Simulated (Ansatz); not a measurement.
`[GeH3][CH]=[Se]`, relaxed with RKS PBE0-D4/def2-TZVP in Ansatz 0.2.0 from a PBE-D4/def2-SVP geometry. The force threshold is 0.005 eV/Å; the program also tests the step.

Charge 0, multiplicity 1.

Start:

```xyz
7

Ge   -0.823   -0.159    0.102
C     1.086    0.293   -0.031
Se    2.185   -0.310   -1.281
H    -1.210   -1.047   -1.101
H    -1.659    1.151    0.123
H    -1.071   -0.906    1.443
H     1.491    0.977    0.746
```

Problem. How much energy does the relaxation release, and in how many steps? (Best estimate.)

Solution. Computed: 0.02 eV, in 4 steps, 1 of them rejected.

Problem. Which bonds change most? (Best estimate.)

Solution. The calculation gave: C2–Se3 from 1.770 to 1.750 Å; C2–H7 from 1.111 to 1.091 Å; Ge1–H6 from 1.554 to 1.539 Å; Ge1–H5 from 1.554 to 1.539 Å.

Problem. Give the relaxed structure. (An estimate is asked.)

Solution. Computed: 
```xyz
7

Ge   -0.820   -0.159    0.102
C     1.076    0.292   -0.025
Se    2.157   -0.293   -1.271
H    -1.197   -1.043   -1.089
H    -1.641    1.142    0.111
H    -1.062   -0.894    1.433
H     1.486    0.955    0.738
```
